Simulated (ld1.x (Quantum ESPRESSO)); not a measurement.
**Reading a pseudo-wave (Er)**

Columns: radius, all-electron u(r) and pseudo u(r) of the 5d shell (level -1.95 eV) of erbium in the configuration [Xe] 4f11 5d1 6s2 6p0; BLYP, scalar-relativistic, TM scheme, ld1.x (Quantum ESPRESSO) 7.5.

```
r (bohr)  all-electron  pseudo
   0.192        0.0927  0.0044
   0.385       -0.2280  0.0329
   0.578       -0.1687  0.0995
   0.770        0.0537  0.2008
   0.962        0.2644  0.3192
   1.155        0.4196  0.4320
   1.348        0.5192  0.5197
   1.540        0.5756  0.5750
   1.732        0.6018  0.6017
   1.925        0.6077  0.6077
   2.118        0.6001  0.6001
   2.310        0.5842  0.5842
   2.502        0.5630  0.5630
   2.695        0.5387  0.5387
   2.888        0.5127  0.5127
   3.080        0.4863  0.4863
   3.272        0.4599  0.4599
   3.465        0.4337  0.4337
   3.658        0.4081  0.4081
   3.850        0.3835  0.3835
   4.043        0.3598  0.3598
   4.235        0.3372  0.3372
   4.428        0.3156  0.3156
   4.620        0.2951  0.2951
   4.812        0.2758  0.2758
   5.005        0.2575  0.2575
```

(1) How many radial nodes do the two functions have?

(2) At about which radius was the pseudo-wave matched?

(3) Is the pseudo-wave norm-conserving?

## Answers

(1) The all-electron 5d function has n − l − 1 = 2; the pseudo-wave has 0, since the states of the same l below it are removed with the core.

(2) 2.05 bohr. The columns agree to 0.0005 from 1.73 bohr on; several derivatives are matched, so the curves merge somewhat inside the radius.

(3) Yes: the TM scheme keeps the norm inside the radius equal to the all-electron one, which fixes the energy derivative of the logarithmic derivative at the level.
